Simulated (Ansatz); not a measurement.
**Energy profile**

The step: Si₂H₆ ([SiH3][SiH3]) + SiH₄O ([OH][SiH3]) → Si₂H₆O ([SiH3][O][SiH3]) + SiH₄; bonds formed: Si1–O7, Si2–H6; bonds broken: Si1–Si2, H6–O7 (atoms numbered as in the saddle structure below).

Si1  (-1.192, -0.346, 0.341)
Si2  (0.791, 0.036, 2.174)
H3  (-2.000, -0.614, -0.909)
H4  (-1.207, -1.678, 1.001)
H5  (-1.965, 0.713, 1.029)
H6  (0.788, 0.357, 0.059)
O7  (0.145, 0.226, -0.753)
Si8  (0.335, 0.292, -2.451)
H9  (1.743, 1.165, 2.447)
H10  (-0.225, 0.112, 3.269)
H11  (1.574, -1.216, 2.430)
H12  (-0.683, 1.212, -2.999)
H13  (0.192, -1.075, -2.996)
H14  (1.704, 0.815, -2.643)
(Å)

Electronic energies by CCSD(T) at an estimated basis limit (MP2 extrapolated from triple and quadruple zeta, plus CCSD(T) − MP2 in triple zeta), on PBE0-D4/def2-TZVP structures; Si$_{3}$H$_{10}$O, singlet; no counterpoise correction. Ansatz 0.2.0; basis: def2-TZVPP and def2-QZVPP; cores frozen in the correlated methods. Extrapolation: Hartree–Fock as exp(−7.88 √X), correlation as X^−2.97.

Q: Give the profile in kcal/mol, counted from the separated reactants. (An estimate is asked for; the value comes from the calculation.)

A: The calculation gives:
```tsv
point	kcal/mol
separated: Si$_{2}$H$_{6}$ (linked as [SiH3][SiH3]; Si1, Si2, H3, H4, H5, H9, H10, H11; singlet) + SiH$_{4}$O (linked as [OH][SiH3]; H6, O7, Si8, H12, H13, H14; singlet)	0.00
start structure	-2.64
saddle	39.57
end structure	-26.44
separated: Si$_{2}$H$_{6}$O (linked as [SiH3][O][SiH3]; Si1, H3, H4, H5, O7, Si8, H12, H13, H14; singlet) + SiH$_{4}$ (Si2, H6, H9, H10, H11; singlet)	-24.50
```

No T1 diagnostic of these runs exceeds 0.014.

For scale, one of the runs: CCSD(T)/def2-TZVPP, 297 basis functions, launched by `ansatz run in.yaml --threads 8 --pin off --events-out ev --progress --plain --max-ram 19148MiB`. Hardware: 8 CPU threads of an Arm Neoverse V1, shared host. Wall time 2.1 min; peak host memory 9 GiB.
